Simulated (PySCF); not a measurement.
A calculated (MN15, PySCF 2.14, jorge-DZP-DKH, the spin-free X2C one-electron Hamiltonian (Gaussian nucleus)) atom or ion has these occupied shells.

| shell | electrons | orbital energy (eV) | rms radius, mean of both spins (bohr) |
| --- | --- | --- | --- |
| 1s | 2 | -137.37 | 0.486 |

Problem. Name the element and its charge.

Solution. Be²⁺ (beryllium, charge +2), in 1s2, closed-shell 1S.
